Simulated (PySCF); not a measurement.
C6H15NSi.
Atom-mapped SMILES: `[CH3:1][CH:2]([CH3:3])[C@@H:4]1[CH2:5][NH:6][SiH2:7][CH2:8]1` (hydrogens: H9, H10, H11 on C1; H12 on C2; H13, H14, H15 on C3; H16 on C4; H17, H18 on C5; H19 on N6; H20, H21 on Si7; H22, H23 on C8)

Cartesian coordinates in Å at the PBE0-D3(BJ)/def2-SVP level; atoms count from 1:
```
atom  x, y, z in Å
C1    -2.2960   -0.3577    0.8148
C2    -1.3761    0.0914   -0.3171
C3    -1.9602   -0.3131   -1.6663
C4     0.0552   -0.4338   -0.1388
C5     0.6626   -0.0744    1.2275
N6     2.0899   -0.3091    1.1512
Si7    2.7340   -0.2058   -0.4539
C8     1.0325    0.0428   -1.2318
H9    -3.3245   -0.0020    0.6481
H10   -1.9722    0.0244    1.7940
H11   -2.3319   -1.4587    0.8774
H12   -1.3174    1.1970   -0.2901
H13   -1.3666    0.0748   -2.5068
H14   -1.9994   -1.4114   -1.7626
H15   -2.9872    0.0673   -1.7808
H16    0.0165   -1.5395   -0.1882
H17    0.4123    0.9824    1.4687
H18    0.2067   -0.6930    2.0192
H19    2.6023   -0.2923    2.0219
H20    3.6687    0.9428   -0.7026
H21    3.4609   -1.4421   -0.8931
H22    0.8859    1.1189   -1.4351
H23    0.8905   -0.4911   -2.1823
```

The calculation used TDDFT PBE0/def2-SVPD, vertical, gas phase, core orbitals frozen in the response in PySCF.

Kohn–Sham orbitals with the atoms that hold most of them (Löwdin shares over 4%, at most four atoms; ? is withheld):

```json
{"orbital": "HOMO-3", "ε (eV)": "-8.93", "atoms": "C5 15%, C3 14%, C4 13%, C2 13%"}
{"orbital": "HOMO-2", "ε (eV)": "-8.80", "atoms": "C4 17%, H16 11%, C2 10%, C8 10%"}
{"orbital": "HOMO-1", "ε (eV)": "-8.22", "atoms": "C8 29%, Si7 19%, C4 12%, C2 11%"}
{"orbital": "HOMO", "ε (eV)": "?", "atoms": "?"}
{"orbital": "LUMO", "ε (eV)": "0.61", "atoms": "Si7 31%, H20 12%, H21 12%, C8 9%"}
{"orbital": "LUMO+1", "ε (eV)": "0.62", "atoms": "Si7 20%, C5 9%, H19 8%, H18 6%"}
{"orbital": "LUMO+2", "ε (eV)": "1.15", "atoms": "Si7 20%, C1 14%, H9 8%, C3 7%"}
```

**Question.** Which atoms hold the HOMO, and with what shares?

**Answer.** N6 (bonded to C, Si and H) 55%; C5 (bonded to C, N and 2 H) 12%; Si7 (bonded to C, N and 2 H) 10%; H17 (bonded to C) 6%.

**Question.** What is the HOMO energy, and the HOMO–LUMO gap?

**Answer.** ε(HOMO) = -6.50 eV; the gap is 7.10 eV (0.2610 hartree).

**Question.** How does S1 compare with the orbital gap of 7.10 eV?

**Answer.** S1 is at 5.72 eV (f = 0.0049), 1.38 eV below the gap, made of HOMO→LUMO (64%), HOMO→LUMO+1 (34%). 

Next come S2 at 5.99 eV (f 0.0072), HOMO→LUMO+1 (57%), HOMO→LUMO (32%); S3 at 6.77 eV (f 0.0013), HOMO→LUMO+2 (67%), HOMO→LUMO+3 (15%), HOMO→LUMO+4 (8%); S4 at 6.80 eV (f 0.0068), HOMO→LUMO+3 (70%), HOMO→LUMO+2 (19%); S5 at 6.87 eV (f 0.0029), HOMO→LUMO+5 (52%), HOMO→LUMO+4 (22%), HOMO→LUMO+3 (11%).

One conformer stands for the species.
